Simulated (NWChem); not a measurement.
Species: SiNH5; SMILES N[SiH3]

```xyz
7

Si    -0.0062    -0.5785     0.0000
N     -0.0500     1.1596     0.0000
H     -0.7126    -1.0487    -1.2211
H     -0.7126    -1.0487     1.2211
H      1.3444    -1.2246     0.0000
H      0.2590     1.6523    -0.8303
H      0.2590     1.6523     0.8303
```
Atoms are numbered in this order, from 1.

Geometry: optimised at B3LYP/6-31G* (spherical d).

Symmetry labels are those of Cs in the frame above (b1 and b2, or b-type labels, depend on it).

### Question
List the 4 lowest vertical singlet excitations from PBE0/6-31G* (spherical d), TDA (NWChem).

### Answer
```tsv
state	energy (eV)	oscillator strength	symmetry	leading excitation (squared amplitude)
S1	6.50	0.028	a'	HOMO → LUMO (0.99)
S2	8.00	0.003	a"	HOMO → LUMO+1 (0.99)
S3	8.87	0.009	a"	HOMO−1 → LUMO (0.98)
S4	8.98	0.015	a'	HOMO−2 → LUMO (0.64)
```
